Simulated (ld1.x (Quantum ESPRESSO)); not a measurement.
carbon: one change to a TM potential, before and after

- Element: C
- Generator: ld1.x (Quantum ESPRESSO) 7.5
- Type: norm-conserving Troullier–Martins (Kleinman–Bylander form)
- Functional: PBE
- Relativity: non-relativistic
- Frozen core: [He]
- Valence charge: 4
- Reference configuration: 2s2 2p2
- Partial waves: 2p (bound): rc 2.30 bohr; 3d channel at -0.1 Ry: rc 1.75 bohr; 2s (bound): rc 0.95 bohr
- Local potential: the s channel
- Core correction: Bessel-smoothed model core, default radius (core density twice the valence density)

Change: wave 2s (bound): rc 0.95 bohr becomes 2s (bound): rc 0.86 bohr.

Cutoffs: the cutoffs (Ry, on a coarse ladder) from which the occupation-weighted sum of valence levels, in a spherical-Bessel basis at the reference potential, stays within 10 and 1 mRy of its value at 400 Ry; they do not see the model core or the augmentation charge, which bear on the density cutoff. Errors are all-electron minus pseudo energies relative to the spin-unpolarised reference configuration.

Predict the effect on cutoff, ghosts and configuration errors.

The potential gets harder (35 Ry and 90 Ry → 70 Ry and 160 Ry); the errors of the 7 common tests hardly move; the range in which the s phases agree narrows (upper end at the end of the scan → 2.0); neither file shows a bound ghost. A smaller radius makes the pseudo-wave follow the all-electron one further in, where it bends more sharply, so more plane waves are needed.

| quantity | base | changed |
| --- | --- | --- |
| cutoff, loose | 35 Ry | 70 Ry |
| cutoff, tight | 90 Ry | 160 Ry |
| loose cutoff by channel (10 mRy a level) | p 21 Ry, s 30 Ry | p 21 Ry, s 35 Ry |
| bound ghosts | none | none |
| error for 2s2 2p1, meV [ΔE 10.87 eV] | +46 | +46 |
| error for 2s2 2p0, meV [ΔE 35.02 eV] | +451 | +453 |
| error for 2s1 2p0, meV [ΔE 83.20 eV] | +902 | +900 |
| error for 2s0 2p4, meV [ΔE 16.94 eV] | -35 | -36 |
| error for 2s2 2p2.3, meV [ΔE -1.16 eV] | +0.5 | +0.5 |
| error for 2s2 2p1.5, meV [ΔE 3.97 eV] | +6.2 | +6.3 |
| error for 2s1 2p3, meV [ΔE 8.46 eV] | -8.9 | -8.9 |
| s: phases at 2.50 bohr within 0.05 rad from the reference energy up to (Ry; the scan ends near 5) | to the end of the scan | 2.0 |
| p: phases at 2.50 bohr within 0.05 rad from the reference energy up to (Ry; the scan ends near 5) | 1.5 | 1.5 |
| d: phases at 2.50 bohr within 0.05 rad from the reference energy up to (Ry; the scan ends near 5) | to the end of the scan | to the end of the scan |
